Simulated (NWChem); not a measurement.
System meant: C$_{2}$H$_{4}$CuN; SMILES CC#[N]->[CuH]

The following NWChem deck was run.

```
start job
memory heap 200 mb stack 900 mb global 1100 mb
geometry units angstroms noautosym nocenter noautoz
  Cu    -0.901432    -0.255005    -1.066846
  H     -1.860026    -0.514160    -2.201986
  C      1.943836     0.547444     2.305019
  C      1.026064     0.283616     1.216838
  N      0.293293     0.073979     0.348438
  H      1.903468     1.611151     2.581459
  H      2.970350     0.296300     2.000949
  H      1.672891    -0.059504     3.181041
end
basis spherical
  * library def2-svp
end
dft
  xc xtpss03 ctpss03
  iterations 150
end
property
  shielding 6 1 2 3 4 5 6
end
task dft property
```

End of the output:

```
 Vector   29  Occ=0.000000D+00  E= 6.367994D-03
              MO Center=  1.3D+00,  3.6D-01,  1.5D+00, r^2= 9.1D+00
   Bfn.  Coefficient  Atom+Function         Bfn.  Coefficient  Atom+Function
  ----- ------------  ---------------      ----- ------------  ---------------
    39      1.957330  3 C  s                 53     -0.876028  4 C  s
    80     -0.855676  6 H  s                 85     -0.857220  7 H  s
    90     -0.857269  8 H  s                  5     -0.744843  1 Cu s
    67      0.605375  5 N  s                 33      0.318165  2 H  s
    38      0.277733  3 C  s                  4      0.236816  1 Cu s

 center of mass
 --------------
 x =  -0.22068330 y =  -0.06651472 z =  -0.25906974

 moments of inertia (a.u.)
 ------------------
         679.531655214550        -126.562495625157        -533.703572115134
        -126.562495625157        1094.346700264016        -149.976967569855
        -533.703572115134        -149.976967569855         497.484905573474

     Multipole analysis of the density
     ---------------------------------

     L   x y z        total         alpha         beta         nuclear
     -   - - -        -----         -----         ----         -------
     0   0 0 0     -0.000000    -26.000000    -26.000000     52.000000

     1   1 0 0      2.026131      2.508211      2.508211     -2.990291
     1   0 1 0      0.566214      0.809533      0.809533     -1.052851
     1   0 0 1      2.400757      2.907616      2.907616     -3.414476

     2   2 0 0    -23.202448   -139.908173   -139.908173    256.613897
     2   1 1 0      0.147478    -35.195336    -35.195336     70.538149
     2   1 0 1      0.544780   -148.379716   -148.379716    297.304212
     2   0 2 0    -23.608135    -24.582067    -24.582067     25.555998
     2   0 1 1      0.177227    -41.704823    -41.704823     83.586873
     2   0 0 2    -23.001975   -190.509246   -190.509246    358.016517

          -----------------------------------------
          Chemical Shielding Tensors (GIAO, in ppm)
          -----------------------------------------

 ------------------------------------------------------------------------
  xtpss03: d2 not coded                    0
 ------------------------------------------------------------------------
 ------------------------------------------------------------------------
  current input line :
    23: task dft property
 ------------------------------------------------------------------------
 ------------------------------------------------------------------------
 This error has not yet been assigned to a category
 ------------------------------------------------------------------------
 For more information see the NWChem manual at https://nwchemgit.github.io

0: xtpss03: d2 not coded:Received an Error in Communication
```

Q: Find the fault in this run and fix the input.

A: The program stopped with an error. Cause: this functional's second derivatives, which shieldings need, aren't coded here; the fix takes a hybrid GGA instead. This input runs:
```
start job
memory heap 200 mb stack 900 mb global 1100 mb
geometry units angstroms noautosym nocenter noautoz
  Cu    -0.901432    -0.255005    -1.066846
  H     -1.860026    -0.514160    -2.201986
  C      1.943836     0.547444     2.305019
  C      1.026064     0.283616     1.216838
  N      0.293293     0.073979     0.348438
  H      1.903468     1.611151     2.581459
  H      2.970350     0.296300     2.000949
  H      1.672891    -0.059504     3.181041
end
basis spherical
  * library def2-svp
end
dft
  xc pbe0
  iterations 150
end
property
  shielding 6 1 2 3 4 5 6
end
task dft property
```
It converges to -1773.13133 Ha (PBE0/def2-SVP, GIAO).
